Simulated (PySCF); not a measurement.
Simulation results for BGeH₄O, B₂GeH₆O, BGeH₅O₂, BGeH₅O

Calculation on a computer-drawn molecule: the log of a Hartree-Fock and frozen-core CCSD(T) single point meant for a local Hartree-Fock minimum, with one planted fault or none, to be diagnosed. Offsets are logged minus clean, where the clean run is the same molecule without the fault. The reference is restricted for singlets and unrestricted otherwise, and also for a bond in bohr or an excited solution. Adding or removing an electron swaps singlet and doublet. The excited solution moves the top pair (singlet) or top alpha electron (doublet) to the lowest empty orbital. Highest occupied and lowest empty are orbital energies over both spins, largest force is the largest gradient component, triples share is (T) over the correlation energy, the T1 limit is 0.02 restricted and 0.045 unrestricted, electrons count all cores, a negative frequency is imaginary (commonest isotopes), and the dipole is about the centre of nuclear charge; on germanium a core potential holds 10 electrons, which the energies leave out, and 3d is frozen in MP2 and coupled-cluster steps. Program: PySCF 2.14.0.

Common to all runs: meant multiplicity 1; logged SCF converged yes; possible faults no fault, one electron removed, one electron added, multiplicity raised by two, geometry at a saddle point, SCF held on an excited solution, minimal basis STO-3G, one bond length entered in bohr, all coordinates scaled.

(1) BGeH₄O

Logged structure:
```xyz
7
BGeH4O
B     -0.2319    -0.4843    -1.7936
O     -0.3562     0.2100    -0.6940
Ge     0.9301     0.3793     0.7614
H      0.7598    -1.1483    -2.0614
H     -1.1382    -0.4927    -2.6223
H     -0.1652     0.1234     1.9124
H      0.6765     3.4057     0.9236
```

- meant charge: -1
- meant basis: aug-cc-pVDZ
- meant basis and core potential on germanium: aug-cc-pVDZ-PP ECP10MDF
- logged electrons: 50
- logged basis functions: 114
- logged spin squared: 0.7073
- logged highest occupied: -1.8125 eV
- logged lowest empty: 3.611 eV
- logged largest force: 0.010727 hartree/bohr
- logged T1 diagnostic: 0.072166
- logged D1 diagnostic: 0.35594
- logged triples share: 0.036507
- logged CC converged: yes
- logged dipole magnitude: 3.0883 debye
- logged SCF stable within its kind: yes
- logged energy HF: -395.24271 hartree
- logged energy CCSD(T): -395.69642 hartree
- planted fault: one bond length entered in bohr, row 6 of the drawn bonds
- HF energy offset from clean run: 45.41 kcal/mol
- CCSD(T) energy offset from clean run: 46.71 kcal/mol

Drawn bonds:
```csv
atom,other atom,order
1,2,1
2,3,1
1,4,1
1,5,1
3,6,1
3,7,1
```

Notes: T1 above single-reference limit.

(2) B₂GeH₆O

Logged structure:
```xyz
10
B2GeH6O
B     -1.8499     0.8403    -1.4575
O     -0.9768     0.2979    -0.6872
Ge    -1.0616    -0.1373     0.9916
B     -0.5400    -2.0517     1.1952
H     -1.5636     1.0533    -2.5585
H     -2.9107     1.1121    -1.0672
H     -2.4358     0.1397     1.4419
H     -0.1311     0.7774     1.6699
H     -0.5063    -2.5181     2.2459
H     -0.2720    -2.6981     0.2854
```

* meant charge: 0
* meant basis: cc-pVDZ
* meant basis and core potential on germanium: cc-pVDZ-PP ECP10MDF
* logged electrons: 56
* logged basis functions: 95
* logged spin squared: 0
* logged highest occupied: -11.391 eV
* logged lowest empty: 1.1007 eV
* logged largest force: 0.040726 hartree/bohr
* logged T1 diagnostic: 0.013668
* logged D1 diagnostic: 0.045243
* logged triples share: 0.023072
* logged CC converged: yes
* logged dipole magnitude: 2.318 debye
* logged SCF stable within its kind: yes
* logged energy HF: -421.10629 hartree
* logged energy CCSD(T): -421.61124 hartree
* planted fault: all coordinates scaled, by -4.0 %
* HF energy offset from clean run: 9.853 kcal/mol
* CCSD(T) energy offset from clean run: 13.94 kcal/mol

Drawn bonds:
```csv
atom,other atom,order
1,2,1
2,3,1
3,4,1
1,5,1
1,6,1
3,7,1
3,8,1
4,9,1
4,10,1
```

(3) B₂GeH₆O

Logged structure:
```xyz
10
B2GeH6O
B     -1.9270     0.8753    -1.5182
O     -1.0175     0.3103    -0.7159
Ge    -1.1058    -0.1430     1.0330
B     -0.5625    -2.1372     1.2450
H     -1.6287     1.0972    -2.6651
H     -3.0320     1.1585    -1.1116
H     -2.5373     0.1455     1.5020
H     -0.1366     0.8098     1.7395
H     -0.5274    -2.6230     2.3395
H     -0.2833    -2.8105     0.2973
```

* meant charge: 0
* meant basis: cc-pVDZ
* meant basis and core potential on germanium: cc-pVDZ-PP ECP10MDF
* logged electrons: 55
* logged basis functions: 95
* logged spin squared: 0.7745
* logged highest occupied: -16.203 eV
* logged lowest empty: -7.4536 eV
* logged largest force: 0.10285 hartree/bohr
* logged T1 diagnostic: 0.047175
* logged D1 diagnostic: 0.27772
* logged triples share: 0.026816
* logged CC converged: yes
* logged dipole magnitude: 3.3093 debye
* logged SCF stable within its kind: yes
* logged energy HF: -420.76878 hartree
* logged energy CCSD(T): -421.25507 hartree
* planted fault: one electron removed
* HF energy offset from clean run: 221.6 kcal/mol
* CCSD(T) energy offset from clean run: 237.4 kcal/mol

Drawn bonds:
```csv
atom,other atom,order
1,2,1
2,3,1
3,4,1
1,5,1
1,6,1
3,7,1
3,8,1
4,9,1
4,10,1
```

Notes: T1 above single-reference limit.

(4) BGeH₅O₂

Logged structure:
```xyz
9
BGeH5O2
B     -1.5896     0.5404     0.2562
O     -1.3731    -0.2277    -0.8225
Ge    -0.5701    -1.8261    -0.9236
O      2.1887    -1.7783     0.9472
H     -2.1527     1.5938     0.1156
H     -1.2373     0.1812     1.3585
H     -1.5646    -2.8603    -0.4108
H     -0.1205    -1.9930    -2.3581
H      2.0560    -1.6756     1.8789
```

- meant charge: 0
- meant basis: cc-pVDZ
- meant basis and core potential on germanium: cc-pVDZ-PP ECP10MDF
- logged electrons: 58
- logged basis functions: 90
- logged spin squared: 0.9784
- logged highest occupied: -9.0093 eV
- logged lowest empty: 1.2962 eV
- logged largest force: 0.014232 hartree/bohr
- logged T1 diagnostic: 0.019411
- logged D1 diagnostic: 0.088713
- logged triples share: 0.021445
- logged CC converged: yes
- logged dipole magnitude: 2.3236 debye
- logged SCF stable within its kind: yes
- logged energy HF: -470.66547 hartree
- logged energy CCSD(T): -471.2292 hartree
- planted fault: one bond length entered in bohr, row 3 of the drawn bonds
- HF energy offset from clean run: 70.13 kcal/mol
- CCSD(T) energy offset from clean run: 96.39 kcal/mol

Drawn bonds:
```csv
atom,other atom,order
1,2,1
2,3,1
3,4,1
1,5,1
1,6,1
3,7,1
3,8,1
4,9,1
```

(5) BGeH₅O

Logged structure:
```xyz
8
BGeH5O
B     -0.3747     2.0719    -1.3965
O      0.3216     1.1964    -0.6575
Ge    -0.0674     0.4355     0.9236
H     -1.4530     2.4800    -1.0293
H      0.0960     2.4472    -2.4395
H     -0.0809    -1.0692     0.6816
H     -1.4280     0.9505     1.3867
H      1.0493     0.8401     1.8786
```

- meant charge: 0
- meant basis: cc-pVDZ
- meant basis and core potential on germanium: cc-pVDZ-PP ECP10MDF
- logged electrons: 50
- logged basis functions: 76
- logged spin squared: 0
- logged highest occupied: -2.4902 eV
- logged lowest empty: -6.2085 eV
- logged largest force: 0.16449 hartree/bohr
- logged CC converged: no
- logged dipole magnitude: 7.2411 debye
- logged SCF stable within its kind: no
- logged energy HF: -395.15422 hartree
- planted fault: SCF held on an excited solution
- HF energy offset from clean run: 455.4 kcal/mol

Drawn bonds:
```csv
atom,other atom,order
1,2,1
2,3,1
1,4,1
1,5,1
3,6,1
3,7,1
3,8,1
```

Notes: CCSD not converged.
